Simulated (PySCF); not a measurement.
Bond curve of PIr

Set-up: basis P def2-TZVPP, Ir def2-TZVPP with ECP60; scalar-relativistic core potentials; PySCF 2.14. Energies in eV from P + Ir (5d7 6s2) in their ground configurations at the same level. State: triplet, unpaired electrons π ↑, δ ↑.

```
R (Å)  UHF-CCSD
1.841    -2.248
1.922    -2.853
1.984    -3.070
2.045    -3.129
2.106    -3.070
2.188    -2.857
2.290    -2.454
2.413    -1.867
```

Put a parabola through the three lowest points of the UHF-CCSD curve and estimate Re, k and ωe (reduced mass 26.69 u; 1 eV/Å² = 0.16022 mdyn/Å; ωe = 1302.8·√(k/μ) cm⁻¹).

Through R = 1.984, 2.045, 2.106 Å the second-order coefficient is 15.9 eV/Å², so Re ≈ 2.045 Å, k ≈ 5.08 mdyn/Å and ωe ≈ 568 cm⁻¹. A polynomial fit of higher order to the unrounded UHF-CCSD energies gives Re = 2.042 Å, k = 5.15 mdyn/Å, ωe = 572 cm⁻¹; anharmonicity and rounding make the difference.

The higher-order fit for each curve: UHF-CCSD: Re = 2.042 Å, ωe = 572 cm⁻¹, De = 3.13 eV.

Correlated steps freeze 5 core orbitals. These are scalar-relativistic numbers at best; spin–orbit coupling would shift them, the dissociation energy most. The CCSD T1 diagnostic is raised, a sign that a single reference may not be enough here. With d or f electrons several states lie close, and the lowest PBE0 determinant need not be the measured ground state.
